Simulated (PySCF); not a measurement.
benzonitrile (C7H5N), SMILES N#Cc1ccccc1. Atoms are numbered in the order given.

```xyz
13

N      0.0000     0.0000     3.2020
C      0.0000     0.0000     2.0426
C      0.0000     0.0000     0.6098
C      0.0000    -1.2155    -0.0909
C      0.0000    -1.2090    -1.4815
C      0.0000     0.0000    -2.1771
C      0.0000     1.2090    -1.4815
C      0.0000     1.2155    -0.0909
H      0.0000    -2.1560     0.4630
H      0.0000    -2.1552    -2.0269
H      0.0000     0.0000    -3.2695
H      0.0000     2.1552    -2.0269
H      0.0000     2.1560     0.4630
```
Charge 0, spin multiplicity 1.

Coordinates come from a PBE0-D3(BJ)/def2-SVP optimisation.

Level of theory: PBE0/pcSseg-1 run with PySCF.

GIAO shieldings, no solvent; atoms alike by connectivity are averaged. δ = σ(ref) − σ: ¹⁵N against NH3 (σ = 267.4 ppm); ¹³C against TMS (σ = 186.3 ppm); ¹H against TMS (σ = 31.56 ppm), references at their B3LYP-D3(BJ)/def2-TZVP geometries, non-relativistic.

| nucleus | atoms | count | δ (ppm) |
|---|---|---|---|
| ¹⁵N | N1 | 1 | 321.9 |
| ¹³C | C4, C8 | 2 | 141.4 |
| ¹³C | C6 | 1 | 139.5 |
| ¹³C | C5, C7 | 2 | 136.2 |
| ¹³C | C2 | 1 | 126.1 |
| ¹³C | C3 | 1 | 120.3 |
| ¹H | H9, H13 | 2 | 8.06 |
| ¹H | H11 | 1 | 7.94 |
| ¹H | H10, H12 | 2 | 7.87 |
